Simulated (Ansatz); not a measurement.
`N[SiH2]B(F)F` + H₂Te → `N[SiH2][TeH]` + `FBF` at 600 K and 1 bar (cleavage of the Si–B bond).

Isolated molecules relaxed with PBE0-D4/def2-TZVP in Ansatz; ΔE leaves out vibrations. CCSD(T)/CBS adds triple-zeta CCSD(T) − MP2 to the extrapolated MP2 energy (def2 sets, frozen cores). This one scheme is used for every species. Elements past krypton have def2 core potentials. For Te outer-core shells are correlated without core-valence functions, which leaves a few kJ/mol of doubt a bond. One conformer a species, not always the lowest.

| species | CCSD(T)/CBS energy (Eh) | H − E (kJ/mol) | S (J/(mol·K)) |
| --- | --- | --- | --- |
| `N[SiH2]B(F)F` | -570.70466 | 198.3 | 444.5 |
| H₂Te | -268.91024 | 52.9 | 255.0 |
| `N[SiH2][TeH]` | -614.55865 | 183.7 | 408.1 |
| `FBF` | -225.09427 | 73.4 | 279.9 |

H − E and S are ideal-gas, rigid-rotor, harmonic terms from PBE0-D4/def2-TZVP, for one conformer and one mirror image of each species. 1 Eh = 2625.50 kJ/mol, R = 8.31446 J/(mol·K).

By hand: ΔE, ΔH, ΔS and ΔG.

ΔE = (-614.55865) + (-225.09427) − (-570.70466) − (-268.91024) = -0.03802 Eh = -99.8 kJ/mol. Δ(H − E) = 183.7 + 73.4 − 198.3 − 52.9 = 5.9, so ΔH = -93.9 kJ/mol. ΔS = 408.1 + 279.9 − 444.5 − 255.0 = -11.5 J/(mol·K). ΔG = -93.9 − 600 × (-11.5)/1000 = -87.0 kJ/mol.

By hand: the equilibrium constant, and the temperature at which ΔG would vanish if ΔH and ΔS stayed fixed.

log₁₀ K = −ΔG/(RT ln 10) = 7.6. ΔG = 0 at ΔH/ΔS = 8165 K, far beyond where these terms or the molecules hold.

The number of gas molecules stays the same, so ΔS is small and ΔH decides. A doubt of 5 kJ/mol in ΔE shifts log₁₀ K by 0.4 here. Other conformers and mirror images would add mixing entropy, several J/(mol·K) or more a flexible species. Modes under 60 cm⁻¹, often nearly free rotors, make the harmonic entropy too high. These are equilibria of isolated gas molecules and say nothing of rates. Largest T1 diagnostic: 0.013 (customary marks: 0.02 for closed shells, 0.045 for open ones).
